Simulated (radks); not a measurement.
The numbers below are computed, except where a source is named.
Question: Coulomb parameter of the 3d shell of neutral nickel in the model configuration [Ar] 3d7 4s2 4p1, as a second difference U = [E(n + 0.25) + E(n - 0.25) - 2 E(n)] / (0.25)^2 with all orbitals relaxed. "Bare": the charge of the atom changes with n. "Screened": the 4p shell takes up the change at fixed total charge, which measures U(3d,3d) + U(4p,4p) - 2 U(3d,4p). Code: a radial shooting solver on a logarithmic mesh with Libxc functionals. Model: scalar-relativistic Kohn-Sham, BLYP, spin-unpolarised, spherical densities, finite nucleus; Fermi nuclear charge, rms radius 3.7757 fm. Estimate both.

Answer: U(bare) = 14.225 eV, U(screened by 4p) = 6.412 eV, against the Slater integral F0(3d,3d) = 27.252 eV with frozen orbitals. The step up makes a negative ion, whose loosely bound charge lowers the bare value.
